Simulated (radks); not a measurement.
Question: Ce, 58 electrons, occupied as [Xe] 4f1 5d1 6s1 6p1 (not the ground configuration). Method: Dirac Kohn-Sham, OLYP, spin-unpolarised, spherical densities, point nucleus; open shells are shared between the two j in proportion to 2j + 1; computed with a radial shooting solver on a logarithmic mesh with Libxc functionals.

Spin-orbit splittings of the eigenvalues, e(l+1/2) - e(l-1/2), with zeta = 2 splitting/(2l+1) and mean radii in bohr:

| shell | occ. | splitting (eV) | zeta (eV) | <r> j=l-1/2 | <r> j=l+1/2 |
|---|---|---|---|---|---|
| 2p | 6 | 446.5 | 297.7 | 0.08795 | 0.09415 |
| 3p | 6 | 87.85 | 58.56 | 0.2679 | 0.2801 |
| 3d | 10 | 18.90 | 7.559 | 0.2511 | 0.2549 |
| 4p | 6 | 18.89 | 12.60 | 0.6555 | 0.6827 |
| 4d | 10 | 3.319 | 1.328 | 0.7374 | 0.7470 |
| 4f | 1 | 0.3388 | 0.09680 | 1.082 | 1.093 |
| 5p | 6 | 2.772 | 1.848 | 1.694 | 1.773 |
| 5d | 1 | 0.2252 | 0.09009 | 2.776 | 2.840 |
| 6p | 1 | ? | ? | 5.715 | 6.038 |

Estimate the 6p splitting.

Answer: 0.1789 eV (zeta = 0.1193 eV).
